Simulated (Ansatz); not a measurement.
**Question.** Name a neutral molecule of B, C, F, O and H with zero-point energy (PBE0-D4/def2-TZVP) between 163 and 179 kJ/mol and LUMO energy (PBE0/def2-TZVPP) between 0.50 and 0.80 eV (Ansatz, PBE0-D4/def2-TZVP geometry).

**Answer.** `OBOCF` (168.7 kJ/mol, 0.53 eV). Other molecules can fit too; these were computed, each in one conformer that needn't be the lowest.
